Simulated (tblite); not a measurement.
Species: ClH8OP3Si3.
Structure used (GFN2-xTB), in Å, numbered top down from 1:
```xyz
16
ClH8OP3Si3 angstrom
O     -3.2175   -0.2092   -0.4044
Si    -1.5961   -0.2475   -0.3785
P     -0.7970    1.8568   -0.5080
Si     1.3684    1.4497   -0.9216
P      2.4315    0.6013    0.8689
Si     1.2948   -1.2991    1.2418
Cl     1.7216   -2.5519   -0.2975
P     -0.9183   -1.0819    1.6040
H     -3.7399    0.2721    0.2338
H     -1.3637   -1.0961   -1.5462
H     -1.1485    2.0244   -1.8315
H      1.6185    0.5280   -2.0376
H      1.9955    2.7436   -1.2065
H      1.7181    1.3216    1.8049
H      1.8438   -1.9154    2.4529
H     -1.2188   -2.3874    1.2733
```

Computed values, GFN2-xTB/tblite, gas phase, harmonic and unscaled. Errors from tens to a few hundred cm⁻¹ against measured bands are possible. Modes of hydrogen on phosphorus and silicon can be 10 to 20 % off. One conformer, not necessarily the lowest.

Harmonic wavenumbers (cm⁻¹): 39.6, 46.7, 77.2, 97.9, 106.3, 127.3, 141.1, 163.5, 191.5, 230.5, 255.1, 359.9, 393.3, 413.5, 427.5, 477.0, 490.8, 498.7, 505.8, 528.8, 549.9, 590.8, 615.7, 625.6, 655.7, 660.3, 664.9, 682.6, 712.2, 727.0, 740.2, 764.5, 784.1, 900.9, 2189.0, 2204.8, 2223.4, 2237.1, 2339.9, 2344.2, 2348.0, 3637.6.

A = 762.4, B = 569.6, C = 409.8 MHz; mass 235.878 u (most abundant isotopes); point group C1, symmetry number 1.

Q: What is the zero-point energy?

A: ½Σν̃ = 17385 cm⁻¹ = 49.71 kcal/mol.

Q: Entropy at 500 K, 1 bar (ideal gas, RRHO, classical rotation)?

A: Translation 44.87, rotation 33.41, vibration 73.81: S = 152.1 cal/(mol K).

Q: And Cp and H(500 K) − H(0)?

A: Cp = 66.06 cal/(mol K), of which vibrations give 58.11 (their classical limit is 42 R = 83.5); H(500 K) − H(0) = 21.81 kcal/mol without the zero-point energy, 17.84 from vibrations.

Q: How do the functions run with temperature in this model?

A: 
```json
{"T (K)": "100", "S (cal/(mol K))": "80.1", "Cp (cal/(mol K))": "25.3", "H − H(0) (kcal/mol)": "1.65", "G − H(0) (kcal/mol)": "-6.36", "ln q(vib)": "3.04"}
{"T (K)": "200", "S (cal/(mol K))": "102.4", "Cp (cal/(mol K))": "40.9", "H − H(0) (kcal/mol)": "4.96", "G − H(0) (kcal/mol)": "-15.52", "ln q(vib)": "7.31"}
{"T (K)": "300", "S (cal/(mol K))": "121.4", "Cp (cal/(mol K))": "53.2", "H − H(0) (kcal/mol)": "9.71", "G − H(0) (kcal/mol)": "-26.73", "ln q(vib)": "11.48"}
{"T (K)": "800", "S (cal/(mol K))": "185.4", "Cp (cal/(mol K))": "75.2", "H − H(0) (kcal/mol)": "43.15", "G − H(0) (kcal/mol)": "-105.13", "ln q(vib)": "28.86"}
{"T (K)": "1000", "S (cal/(mol K))": "202.6", "Cp (cal/(mol K))": "79.0", "H − H(0) (kcal/mol)": "58.60", "G − H(0) (kcal/mol)": "-143.97", "ln q(vib)": "34.29"}
```

q(vib) and H(0) count from the zero-point level.

Q: What must be added to the electronic energy to get the Gibbs energy at 500 K and 1 bar?

A: ZPE + [H(500 K) − H(0)] − T·S = 49.71 + 21.81 − 76.04 = -4.52 kcal/mol.

Q: Which modes carry the vibrational entropy at 500 K?

A: 39.6 cm⁻¹: 6.30; 46.7 cm⁻¹: 5.98; 77.2 cm⁻¹: 4.98; 97.9 cm⁻¹: 4.51; 106.3 cm⁻¹: 4.35; 127.3 cm⁻¹: 3.99 cal/(mol K); the other 36 give 43.69 together.

Q: Blend soft modes into free rotors: weight 1/[1 + (100 cm⁻¹/ν̃)⁴] for the oscillator and the rest for a rotor with moment μB/(μ + B), μ = h/(8π²ν), B = 10⁻⁴⁴ kg m². What vibrational entropy results?

A: 67.52 cal/(mol K) in place of 73.81, which changes −T·S at 500 K by +3.14 kcal/mol.

Hindered rotation and anharmonicity are outside this model. Other conformers, if any are populated, would add a mixing term that is left out. The structure is chiral; the term R ln 2 for an equal mix with its mirror image is left out.

Time: 1.3 s of wall time. Hardware: an Arm Neoverse V1 with one thread, on a shared host. This covers the Hessian and the dipole derivatives.
